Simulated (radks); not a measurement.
Valence configurations of Ag (all share [Kr]). All-electron calculation, Dirac Kohn-Sham, PBE, spin-unpolarised, spherical densities, finite nucleus; open shells fill j = l - 1/2 first; Fermi nuclear charge, rms radius 4.5454 fm. Program: a radial shooting solver on a logarithmic mesh with Libxc functionals. Energies are relative to 4d10 5s1; eigenvalues in eV.

valence,E (eV),e(4d3/2),e(4d5/2),e(5p1/2),e(5s1/2)
4d10 5s1,0.000,-7.782,-7.226,-,-4.406
4d9.5 5s1.5,1.659,-9.382,-8.805,-,-4.976
4d10 5p1,3.766,-9.645,-9.083,-1.725,-
4d9 5s2,3.840,-11.051,-10.455,-,-5.550
4d9.5 5s0.5 5p1,5.721,-11.148,-10.567,-1.930,-6.151
4d9 5s1 5p1,8.193,-12.735,-12.134,-2.154,-6.652
4d8.5 5s1.5 5p1,11.213,-14.391,-13.771,-2.392,-7.164
4d9 5p2,12.813,-14.163,-13.557,-2.806,-
4d8 5s1 5p2,19.959,-17.464,-16.819,-3.258,-8.509

NIST lists [Kr] 4d10 5s1 as the ground configuration; this level of theory agrees among the configurations tried. The energies are those of spherical spin-averaged densities, not of single terms.
